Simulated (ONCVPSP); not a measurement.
## Transferability test, ONCV potential for cadmium

Cd (Z = 48), optimised norm-conserving Vanderbilt (ONCV), made with ONCVPSP 4.0.1 (PBEsol, scalar-relativistic). Core [Ar] 3d10, reference 4s2 4p6 4d10 5s1 (charge +1). Waves: 4s+5s: rc 1.60 bohr, ncon 4, nbas 8, qcut 9.7 1/bohr, 3 projectors, debl 2.3 Ha; 4p: rc 1.25 bohr, ncon 4, nbas 8, qcut 9.1 1/bohr, 1 projector; 4d: rc 1.90 bohr, ncon 5, nbas 10, qcut 8.8 1/bohr, 3 projectors, debl 2.9 Ha. Local part: polynomial inside 1.20 bohr (lpopt 5, dvloc0 0 Ha). Core correction: Teter function, fcfact 1.75, rcfact 1.5.

Energies are relative to the spin-unpolarised reference configuration 4s2 4p6 4d10 5s1; without spin polarisation the order of configurations can differ from experiment.

Q: Give the all-electron excitation energy and the error of the potential for: 4s2 4p6 4d10 5s2; 4s2 4p6 4d10 5s0; 4s2 4p6 4d9 5s0; 4s2 4p6 4d10 5s1 5p1.

A:

```csv
valence configuration,charge,ΔE all-electron (eV),error AE − PS (meV)
4s2 4p6 4d10 5s2,0,-9.309,+1.4
4s2 4p6 4d10 5s0,+2,17.097,-3.6
4s2 4p6 4d9 5s0,+3,55.095,-1.3
4s2 4p6 4d10 5s1 5p1,0,-4.580,+31
```
